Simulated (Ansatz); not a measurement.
`[BH2][SnH2][NH2]`, charge 0, multiplicity 1.

Give a relaxed structure at PBE0-D4/def2-TZVP (Ansatz). (An estimate is asked.)

Computed: 
Z-matrix (Å, degrees):
```
Sn
N 1 2.040
B 1 2.242 2 108.5
H 1 1.725 2 112.0 3 -122.2
H 1 1.710 2 104.3 3 122.5
H 2 1.012 1 112.9 3 56.6
H 2 1.012 1 113.3 3 178.6
H 3 1.194 1 120.7 2 166.3
H 3 1.194 1 120.9 2 -14.8
```
This is one stationary point; other conformers may exist.
